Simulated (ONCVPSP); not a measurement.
Before and after: ONCV potential for palladium (Pd)

ONCVPSP 4.0.1 input, shortened (lines: element, Z, core and valence counts, functional; n l f; lmax; l rc ep ncon nbas qcut; lloc lpopt rc5 dvloc0; l nproj debl; icmod fcfact rcfact), revPBE, scalar-relativistic:

```
  Pd 46.00    6    3  -102130      upf
    1    0    2.00
    2    0    2.00
    2    1    6.00
    3    0    2.00
    3    1    6.00
    3    2   10.00
    4    0    2.00
    4    1    6.00
    4    2   10.00
    2
    0    1.60    0.00    5    8    6.90
    1    1.65    0.00    4    8    8.00
    2    1.60    0.00    4    9   10.60
    4    5    1.45   -1.00
    0    2    0.50
    1    2    1.70
    2    2    2.30
    3    4.25    1.50
```

In the s channel the program set the typed energies aside and used -3.132, 0.250 Ha. In the p channel the program set the typed energies aside and used -1.878, 0.250 Ha.

Change: local potential polynomial inside 1.45 bohr (lpopt 5, dvloc0 7.5 Ha).

Cutoffs: the cutoffs (Ha) at which the residual kinetic energy of the hardest occupied pseudo-wave falls to 1 and 0.1 mHa per electron; they do not see the model core or the augmentation charge, which bear on the density cutoff. Errors are all-electron minus pseudo energies relative to the spin-unpolarised reference configuration.

**Question.** What does the change do?

**Answer.** The potential gets neither clearly harder nor softer (31 Ha and 57 Ha → 31 Ha and 57 Ha); a bound ghost appears in s, which as a rule spoils a file; of the 3 tests that both files solve, the error grows in 2 and shrinks in 0 by more than 15 % and 0.3 meV (median size 0.3 → 0.4 meV). In the separable form a ghost depends on how the local part lies against the semilocal potential of the channel, so the choice of the local part can create or remove one.

```csv
quantity,base,changed
"cutoff, loose",31 Ha,31 Ha
"cutoff, tight",57 Ha,57 Ha
bound ghosts,none,s
GHOST(+) flags under 300 eV,none,none
tests with a reliable result,3 of 4,3 of 4
"error for 4s2 4p6 4d9, meV [ΔE 9.02 eV]",-0.1,-0.4
"error for 4s2 4p6 4d8, meV [ΔE 29.75 eV]",-1.6,-2.5
"error for 4s2 4p6 4d9 5s1, meV [ΔE 1.54 eV]",+0.3,-0.3
s: phases at 1.63 bohr within 0.05 rad from the reference energy up to (Ha; the scan ends near 5),to the end of the scan,to the end of the scan
p: phases at 1.68 bohr within 0.05 rad from the reference energy up to (Ha; the scan ends near 5),to the end of the scan,to the end of the scan
d: phases at 1.63 bohr within 0.05 rad from the reference energy up to (Ha; the scan ends near 5),to the end of the scan,to the end of the scan
"rms error of d²Exc/dni dnj with the model core, mHa",3.23,3.24
```

 A true bound ghost makes a file unfit for plane-wave use even where its test errors are small: the radial tests pick states by their node count and pass the ghost by.
